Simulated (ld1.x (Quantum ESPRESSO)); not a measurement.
## vanadium (V), PAW: configuration errors across variants

```
Element                 : V (Z = 23)
Generator               : ld1.x (Quantum ESPRESSO) 7.5
Type                    : PAW
Functional              : PBE
Relativity              : scalar-relativistic
Frozen core             : [Ar]
Valence charge          : 5
Reference configuration : 3d3 4s2 4p0
Partial waves           : 4s (bound): rcut 2.45, rcutus 3.00 bohr; 4s channel at 0.1 Ry: rcut 2.45, rcutus 3.00 bohr; 4p (bound, empty): rcut 3.60, rcutus 4.25 bohr; 4p channel at 3.6 Ry: rcut 3.60, rcutus 4.25 bohr; 3d (bound): rcut 1.50, rcutus 2.00 bohr; 3d channel at -0.05 Ry: rcut 1.50, rcutus 2.00 bohr; 4f channel at 0.4 Ry: rcut 2.60, rcutus 3.60 bohr
Local potential         : all-electron potential smoothed inside 1.50 bohr (lloc = -1)
Core correction         : Bessel-smoothed model core, default radius (core density twice the valence density)
Augmentation charge     : PSQ, radius 1.30 bohr
```

All-electron excitation energies from the reference (eV): (1) 3d3 4s1 4p0 7.735; (2) 3d3 4s0 4p0 22.031; (3) 3d2 4s0 4p0 50.928; (4) 3d4 4s0 4p0 7.197; (5) 3d3 4s1.5 4p0 3.092; (6) 3d3 4s0 4p2 6.855; (7) 3d2 4s2 4p0 10.974.

The default core radius of the base comes out at 1.49 bohr.

The overlap operator is not positive definite (basis up to 400 Ry) in “base”, “core correction a·sin(br)/r model core, default radius (ld1.x builds one for every PAW set, though the input has nlcc=.false.)”, “waves 4p (bound): rcut 3.60, rcutus 4.82 bohr; 4p channel at 3.6 Ry: rcut 3.60, rcutus 4.82 bohr”, “augmentation GAUSS, radius 1.65 bohr”, “wave 4f channel at 0.4 Ry: rcut 2.60, rcutus 3.60 bohr becomes 4f channel at 0.4 Ry: rcut 2.60, rcutus 3.30 bohr”. Such files are unfit for use, however small their errors in these radial tests.

5 further variants failed, have other tests or another functional or relativity, and are left out.

A true bound ghost makes a file unfit for plane-wave use even where its test errors are small: the radial tests pick states by their node count and pass the ghost by.

Errors AE − PS in meV (a dash: test not solved or not reliable):

```csv
change,(1),(2),(3),(4),(5),(6),(7),bound ghosts
base,-2.3,-12,-525,-141,-0.7,-1.3,-281,"s (f not tested, overlap not positive)"
"core correction a·sin(br)/r model core, default radius (ld1.x builds one for every PAW set, though the input has nlcc=.false.)",+1.6,+67,-623,-83,-0.2,+5.5,-295,"s (f not tested, overlap not positive)"
"waves 4p (bound): rcut 3.60, rcutus 4.82 bohr; 4p channel at 3.6 Ry: rcut 3.60, rcutus 4.82 bohr",-2.3,-12,-525,-141,-0.7,-0.3,-281,"s (f not tested, overlap not positive)"
type TM; waves now 4s (bound): rc 3.00 bohr; 4p (bound): rc 4.25 bohr; 3d (bound): rc 2.00 bohr; 4f channel at 0.4 Ry: rc 3.60 bohr; local potential all-electron potential smoothed inside 3.80 bohr (lloc = -2),-14,–,-553,-284,-3.3,-0.7,-398,none
"augmentation GAUSS, radius 1.65 bohr",-2.1,-7.8,-534,-133,-0.6,+8.3,-284,"s (f not tested, overlap not positive)"
"wave 4f channel at 0.4 Ry: rcut 2.60, rcutus 3.60 bohr becomes 4f channel at 0.4 Ry: rcut 2.60, rcutus 3.30 bohr",-2.3,-12,-525,-141,-0.7,-1.3,-281,"s (f not tested, overlap not positive)"
```

Task: Give the same row for: local potential all-electron potential smoothed inside 3.35 bohr (lloc = -1).

Result: -2.4, -12, -562, -161, -0.7, -1.0, -243; bound ghosts: none.
